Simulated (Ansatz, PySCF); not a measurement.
Gas-phase reaction (SMILES): COC[SiH2][SiH3] + C (CH4) + O (H2O) + [SiH4] (SiH4) -> 2 CO (CH4O) + C[SiH3] [methylsilane] + [SiH3][SiH3]; bond separation energy.

Geometries: B3LYP-D3(BJ)/def2-TZVP minima from Ansatz (an electronic-structure program), one conformer each, not searched for the lowest. Cores are frozen in the correlated levels unless marked. Spin-orbit coupling is left out. Non-relativistic. CBS marks a two-point X^-3 extrapolation of the correlation energy; Hartree-Fock from the larger set. The bracket is a focal-point correction in the basis named. Thermal terms are rigid-rotor harmonic-oscillator values from B3LYP-D3(BJ) frequencies (Ansatz or PySCF) at 298.15 K and 1 atm. 1 Eh = 627.5095 kcal/mol.

```
species          E, RI-MP2/CBS(cc-pV(T+d)Z,cc-pV(Q+d)Z)+[CCSD(T)-MP2]/cc-pV(T+d)Z (Ansatz) (Eh)  E, PBE-D3(BJ)/def2-TZVPD (Ansatz + dftd3) (Eh)  H - E (Eh)
---------------  ------------------------------------------------------------------------------  ----------------------------------------------  ----------
COC[SiH2][SiH3]                                                                      -735.41069                                      -735.99310     0.12136
C (CH4)                                                                               -40.46125                                       -40.46420     0.04840
CO (CH4O)                                                                            -115.61425                                      -115.63404     0.05533
C[SiH3]                                                                              -330.73641                                      -331.01138     0.06602
O (H2O)                                                                               -76.37659                                       -76.38147     0.02495
[SiH3][SiH3]                                                                         -581.73935                                      -582.27792     0.05489
[SiH4] (SiH4)                                                                        -291.46100                                      -291.72290     0.03520
```

### Question
Work out ΔE and ΔH at 298.15 K at the first level, then ΔH at the second.

### Answer

1. ΔE = [2×(-115.61425) + (-330.73641) + (-581.73935)] - [(-735.41069) + (-40.46125) + (-76.37659) + (-291.46100)] = 0.00527 Eh = 3.3 kcal/mol at RI-MP2/CBS(cc-pV(T+d)Z,cc-pV(Q+d)Z)+[CCSD(T)-MP2]/cc-pV(T+d)Z.
2. The terms H - E add up to 0.00166 Eh, so ΔH = (0.00527 + (0.00166))×627.5095 = 4.3 kcal/mol.
3. At PBE-D3(BJ)/def2-TZVPD the same steps give ΔE = 2.7 and ΔH = 3.7 kcal/mol, a shift of -0.6 from the first level.
4. These values are not checked against measurement here, since the tables used lack a sound gas-phase enthalpy of formation for at least one species.
